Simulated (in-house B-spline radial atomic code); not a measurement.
# BLYP excitations of As IV (As3+)

Method: BLYP. Computed with a B-spline radial code for spherical atoms: linear response of the closed shell [Ar] 3d10 4s2 with the functional's adiabatic kernel; non-relativistic, point nucleus, no spin-orbit coupling, no double excitations, S, P, D and F terms only; shells from n = 2 respond. Only terms of natural parity with L up to 3 were computed.

Without relativity these are model numbers for so heavy an element.

Command:
```bash
python run_td.py task.json out
```
Settings (radii: box in bohr, nucleus in fm):
```
Z                        33
electrons                30
configuration            [Ar] 3d10 4s2
hamiltonian              nr
method                   b88,lyp
box_radius               23.08
intervals                55
```

Run time, properties included: 1.4 s on 1 thread of Arm Neoverse N1, on a shared host.

The lowest states, in the order of their Tamm-Dancoff energies; the method's threshold (minus the highest occupied level) is 43.86 eV. Labels give the largest channel, * marks a mixed state, and oscillator strengths are full-response dipole values. Semilocal kernels can invert the small singlet-triplet splittings of Rydberg terms. Energies in eV:

```csv
state,full response,Tamm-Dancoff,oscillator strength
4s → 4p 3P,9.400,9.523,-
4s → 4p 1P,13.799,14.437,1.6
4s → 4d 3D,?,?,-
4s → 4d 1D,25.764,25.777,-
4s → 5s 3S,26.390,26.394,-
4s → 5s 1S,27.179,27.211,-
4s → 5p 3P,29.781,29.788,-
4s → 5p 1P,30.15,30.20,0.0214
4s → 4f 3F,33.94,33.96,-
4s → 4f 1F,34.10,34.10,-
4s → 5d 3D,34.60,34.61,-
4s → 5d 1D,34.85,34.85,-
4s → 6s 3S,34.88,34.88,-
4s → 6s 1S,35.12,35.13,-
4s → 6p 3P,36.23,36.23,-
4s → 6p 1P,?,?,?
```

**Question.** Where does 4s → 4d 3D lie?

**Answer.** At 24.524 eV in full response, 24.560 eV in Tamm-Dancoff.

**Question.** Where does 4s → 6p 1P lie?

**Answer.** At 36.37 eV in full response, 36.38 eV in Tamm-Dancoff, oscillator strength 0.0153.

**Question.** How large is the singlet-triplet splitting of 4s → 4p (P terms) in Tamm-Dancoff?

**Answer.** 4.91 eV, from the unrounded values.

**Question.** What polarisabilities and dispersion coefficient does the method give?

**Answer.** Dipole 6.941 bohr³, quadrupole 15.71 bohr⁵, C6 21.78 hartree·bohr⁶ for two such species.
